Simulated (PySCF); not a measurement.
B(I)2(Me) (CH3BI2), SMILES CB(I)I.

Coordinates come from a B3LYP-D3(BJ)/def2-SVP optimisation. The def2 effective core potentials stand for the cores of I; spin–orbit coupling is left out.

Calculation: PySCF with ωB97X/def2-TZVP.

Symmetry labels are those of the subgroup Cs that the program uses (full group Cs).

Computed valence orbital energies around the gap with their symmetry:
```csv
orbital,symmetry,energy (eV)
HOMO−7,A",-14.76
HOMO−6,A',-14.49
HOMO−5,A',-12.91
HOMO−4,A",-11.60
HOMO−3,A',-10.81
HOMO−2,A',-10.12
HOMO−1,A",-9.88
HOMO,A",-9.53
LUMO,A',0.18
LUMO+1,A',1.73
LUMO+2,A',2.52
LUMO+3,A",2.96
```
